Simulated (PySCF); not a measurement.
**Working with the constants of SiTe**

RHF-CCSD(T) constants of SiTe, ¹Σ⁺ (singlet), closed shell (Si def2-TZVPP, Te def2-TZVPP with ECP28; scalar-relativistic core potentials (PySCF 2.14); masses 27.9769 and 129.9062 u):

```
ωe              : 481.5 cm⁻¹
ωexe            : 1.33 cm⁻¹
Be              : 0.14029 cm⁻¹
αe              : 0.000518 cm⁻¹
D (centrifugal) : 4.76e-08 cm⁻¹
De to Si + Te   : 4.56 eV
```

(1) Estimate the standard entropy (1 bar) and heat capacity of the ideal gas at 1500 K, rigid rotor with B0 and harmonic oscillator at the fundamental.

Correlated steps freeze 9 core orbitals. Spin–orbit coupling is left out, which matters for elements this heavy, above all for dissociation energies. Where the molecule has an RHF reference, its open-shell atoms are computed with UHF.

Results:

(1) Translation (Sackur–Tetrode, M = 157.88 u): 205.6 J/(mol K). Rotation: q = kT/(σB0) = 7450 with σ = 1, 82.4. Vibration: x = hcν0/kT = 0.459, 14.86. S° = 302.9 J/(mol K); Cp = 7R/2 + 8.17 = 37.3 J/(mol K).
